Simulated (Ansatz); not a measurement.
```yaml
crystal:
  periodic: [false, false, false]
  atoms:
    - {symbol: Si, position_ang: [-0.641807, 1.076869, -0.417204]}
    - {symbol: O, position_ang: [-0.443449, -0.350860, 0.360579]}
    - {symbol: Ge, position_ang: [0.708830, -1.698828, 0.237356]}
    - {symbol: H, position_ang: [-1.400798, 0.885516, -1.681745]}
    - {symbol: H, position_ang: [0.676877, 1.686326, -0.747613]}
    - {symbol: H, position_ang: [-1.398039, 1.988519, 0.476397]}
    - {symbol: H, position_ang: [2.138520, -1.091494, 0.215287]}
    - {symbol: D, position_ang: [0.451965, -2.553147, 1.501143]}
basis:
  gaussian: {orbitals: def2-SVP, fitting: {mean_field: cc-pVTZ-jkfit}}
magnetization: {spin_polarized: true, initial_magnetization: 1}
hamiltonian: {xc: {name: SPW92}}
accuracy: high
output: {forces: true}
```

```sh
$ ansatz run in.yaml --threads 4 --pin off --events-out ev --progress --plain --max-ram 10444MiB
```

How does Ansatz answer? (An estimate is asked.)

Ansatz gave: The input was rejected before any iteration.
```
Error: YAML parse error: error: line 11 column 16: `D` is not an element symbol (H … Og, case-exact)
 9 |     - {symbol: H, position_ang: [-1.398039, 1.988519, 0.476397]}
10 |     - {symbol: H, position_ang: [2.138520, -1.091494, 0.215287]}
11 |     - {symbol: D, position_ang: [0.451965, -2.553147, 1.501143]}
12 | basis:
13 |   gaussian: {orbitals: def2-SVP, fitting: {mean_field: cc-pVTZ-jkfit}}
```
